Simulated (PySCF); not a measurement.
Input for PySCF: R-M06-2X/6-31G* on CH4O (SMILES CO).

```python
from pyscf import gto, scf, dft, mp
from pyscf.data.elements import chemcore

mol = gto.M(
    atom='''
    C    -0.15652583    0.48939486    0.21188033
    O    -0.17822663   -0.76300003    0.90543363
    H    -0.03892973    0.33832945   -0.86339618
    H     0.70400718    1.03688556    0.58944981
    H    -1.06008183    1.07226993    0.40661723
    H    -0.93561465   -1.27924997    0.60774502
    ''',
    basis='6-31g*',
    cart=True,
    charge=0, spin=0, verbose=3, max_memory=1800)
mf = dft.RKS(mol, xc='m062x')
mf.conv_tol = 1e-8
mf.max_cycle = 100
mf.kernel()
if not mf.converged:
    mf = mf.newton().run(mf.mo_coeff, mf.mo_occ)
```

Task: Predict the final total energy.

Result: -115.6543 hartree.
